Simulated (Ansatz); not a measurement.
AlClH₃OSb, SMILES `[OH][AlH][SbH][Cl]`. Total charge 0; spin multiplicity 1. Sb takes the def2 core potential. The geometry is a stationary point of PBE0-D4/def2-TZVP. It is one conformer, not always the lowest.

```xyz
7

O    -1.191    1.365   -0.293
Al    0.402    0.878   -0.584
Sb    1.254   -1.177    0.910
Cl   -0.963   -1.431    1.762
H    -1.722    0.874    0.337
H     1.252    1.655   -1.664
H     0.968   -2.163   -0.467
```

(1) What is the dipole moment at PBE/def2-TZVPP? (Estimate.)

(2) And with r2SCAN, B3LYP, ωB97M-V? (Estimate.)

(3) Give the Mulliken charges with PBE, B3LYP, r2SCAN in def2-TZVPP. (Estimate.)

## Answers

(1) The calculation gave: 2.00 D, with components (1.97, -0.09, -0.28) D in this frame, pointing from negative to positive charge.

(2) Computed: r2SCAN 2.07 D, B3LYP 2.24 D, ωB97M-V 2.25 D.

(3) Computed: 
| atom | PBE | B3LYP | r2SCAN |
| --- | --- | --- | --- |
| O1 | -0.36 | -0.40 | -0.43 |
| Al2 | 0.44 | 0.50 | 0.57 |
| Sb3 | 0.25 | 0.30 | 0.26 |
| Cl4 | -0.35 | -0.38 | -0.38 |
| H5 | 0.19 | 0.19 | 0.20 |
| H6 | -0.10 | -0.12 | -0.14 |
| H7 | -0.07 | -0.09 | -0.08 |

B3LYP here is the variant with VWN-RPA as its local correlation; programs differ in this.
